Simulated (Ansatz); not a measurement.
Reaction (formal exchange of groups at a Ga–O bond): `N[CH2][GaH][OH]` + SiH₄ → `N[CH2][GaH][SiH3]` + H₂O

Calculated with Ansatz (gas phase, PBE0-D4/def2-TZVP geometries, no zero-point term in ΔE). CCSD(T)/CBS adds triple-zeta CCSD(T) − MP2 to the extrapolated MP2 energy (def2 sets, frozen cores). This one scheme is used for every species. For Ga outer-core shells are correlated without core-valence functions, which leaves a few kJ/mol of doubt a bond. Scalar relativity is left out up to krypton. Each species was taken in one conformer, which may not be the lowest.

`N[CH2][GaH][OH]`:

Z-matrix (Å, degrees):
```
C
Ga 1 1.994
N 1 1.463 2 117.1
H 1 1.095 2 108.7 3 -123.5
H 1 1.095 2 108.6 3 123.4
O 2 1.796 1 121.5 3 178.8
H 2 1.568 1 125.6 3 -1.1
H 3 1.012 1 111.0 2 -59.1
H 3 1.012 1 111.0 2 58.8
H 6 0.959 2 114.6 1 0.0
```

SiH₄:

Z-matrix (Å, degrees):
```
Si
H 1 1.485
H 1 1.485 2 109.5
H 1 1.485 2 109.5 3 -120.0
H 1 1.485 2 109.5 3 120.0
```

`N[CH2][GaH][SiH3]`:

Z-matrix (Å, degrees):
```
C
Ga 1 1.982
N 1 1.456 2 112.0
H 1 1.104 2 108.7 3 128.6
H 1 1.097 2 105.7 3 -118.7
Si 2 2.419 1 119.0 3 -9.8
H 2 1.577 1 119.2 3 169.6
H 3 1.011 1 111.6 2 56.8
H 3 1.013 1 111.7 2 176.7
H 6 1.490 2 112.8 1 -148.7
H 6 1.492 2 111.9 1 -27.4
H 6 1.491 2 109.8 1 91.5
```

H₂O:

Cartesian coordinates in Å:
```
O -0.018 0.317 0.225
H -0.752 -0.181 -0.141
H 0.770 -0.135 -0.084
```

| level | ΔE (kJ/mol) |
| --- | --- |
| HF/def2-TZVPP | 59.5 |
| SCS-MP2/def2-TZVPP | 58.0 |
| CCSD(T)/def2-TZVPP | 48.3 |
| HF/def2-QZVPP | 60.3 |

Question: What does CCSD(T)/CBS give? (Estimate.)

Answer: Computed: +42.6 kJ/mol. The listed levels differ from it by 16.9, 15.4, 5.7, 17.7 kJ/mol.

Largest T1 diagnostic among the species: 0.013.

In def2-TZVPP, CCSD(T) changes the Hartree–Fock value by −11.2 kJ/mol (the triples alone add +0.2 kJ/mol) and MP2 by −6.5 kJ/mol. The D4 term adds −6.6 kJ/mol with B3LYP and −3.8 kJ/mol with PBE0; it sums over pairs of atoms, weighted by their polarisabilities, and B3LYP, whose exchange is more repulsive, gets the larger term. From PBE to PBE0 (25 % exact exchange), in def2-TZVPP and without D4, ΔE moves by −4.4 kJ/mol.

B3LYP here is the variant with VWN-RPA as its local correlation; programs differ in this.
